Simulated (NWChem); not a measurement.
**Total energies of silylarsine (H$_{5}$AsSi)**

```xyz
7

Si     1.5569    -0.2999     0.0000
As    -0.7829     0.2106     0.0000
H      2.1686     0.3168     1.2132
H      2.1686     0.3168    -1.2132
H      1.8473    -1.7633     0.0000
H     -1.0721    -0.8105     1.1036
H     -1.0721    -0.8105    -1.1036
```
Charge 0, spin multiplicity 1.

Everything below was run with NWChem. The geometry was optimised at B3LYP/def2-SVP, a minimum by its harmonic frequencies.

Basis set: def2-TZVP (115 functions).

```tsv
method	total energy (Ha)	relative cost
RHF	-2526.04895	1
MP2	-2526.44124	under 3
B2PLYP	-2527.86841	3
PBE	-2527.87639	under 3
B3LYP	-2528.44660	under 3
PBE0	-2527.97581	under 3
```

Total energies of different functionals aren't comparable as a measure of quality: only differences taken within one method are. The cost column gives rough processor time relative to RHF; each entry includes its own SCF.

The Hamiltonian is non-relativistic. The correlated methods keep 14 core orbitals frozen. B3LYP has NWChem's definition, with VWN1-RPA local correlation.
